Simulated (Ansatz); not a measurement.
Geometry optimisation, RKS PBE/def2-SVP (Ansatz).

The input (input.yaml):

```yaml
crystal:
  periodic: [false, false, false]
  atoms:
    - { symbol: O, position_ang: [1.8709, 1.3651, -0.6425] }
    - { symbol: Al, position_ang: [0.9734, 0.1247, 0.3476] }
    - { symbol: Cl, position_ang: [-1.02002, -0.4997, -0.29416] }
    - { symbol: Ge, position_ang: [1.9016, -0.76553, 2.33333] }
    - { symbol: H, position_ang: [1.5317, 2.2605, -0.2729] }
    - { symbol: H, position_ang: [3.2546, -1.56544, 2.02157] }
    - { symbol: H, position_ang: [2.21982, 0.33924, 3.36571] }
    - { symbol: H, position_ang: [0.91507, -1.77858, 2.98028] }
basis:
  gaussian: { orbitals: def2-SVP }
hamiltonian:
  xc: pbe
relax:
  f_tol: 0.015
  max_steps: 40
output:
  orbitals: {}
```

Run as:

```bash
$ ansatz run input.yaml --threads 2 --pin off --max-ram 3072MiB --backend cpu --events-out ev --progress --plain --runs-dir out
```

**Question.** Where does it end, and by what steps?

**Answer.** It converged. After 10 steps the energy has fallen by 0.489 eV; H5 moved furthest, 0.77 Å.

```csv
step,energy less start (eV),largest force component (eV/Å),accepted
0,0.0000,1.881,yes
1,-0.2096,1.229,yes
2,-0.2881,0.341,yes
3,-0.3479,0.581,yes
4,-0.4349,0.275,yes
5,-0.4792,0.198,yes
6,-0.4597,0.373,no
7,-0.4880,0.045,yes
8,-0.4885,0.035,yes
9,-0.4886,0.033,yes
10,-0.4887,0.005,yes
```

```xyz
8
Properties=species:S:1:pos:R:3
O 1.784 1.568 -0.241
Al 0.917 0.269 0.468
Cl -0.955 -0.297 -0.368
Ge 1.927 -0.844 2.414
H 1.470 2.068 -1.012
H 3.275 -1.515 2.033
H 2.228 0.175 3.547
H 1.001 -1.944 2.998
```

Run time: 12 s on 2 threads of Intel(R) Xeon(R) 6975P-C (Granite Rapids), with other jobs on the host, peak memory 0.17 GiB.
